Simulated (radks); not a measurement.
Problem. These are the eigenvalues of the occupied orbitals of an atom or ion with whole-number occupations (eV). Method: non-relativistic Kohn-Sham, PBEsol, spin-polarised, spherical densities, point nucleus; computed with a radial shooting solver on a logarithmic mesh with Libxc functionals.

orbital  eigenvalue
1s up     -307.0509

Which element is it, and in what charge state? The configuration may be excited. Open shells, if any, are filled with parallel spins first.

Solution. Z = 5, boron, charge +4: B4+ in 1s1. The 1s level, -11.284 hartree, gives Z - s = 4.8 by -(Z - s)^2/2, which with screening narrows Z to a few neighbours, and with so few levels the electron count can be read from the list.
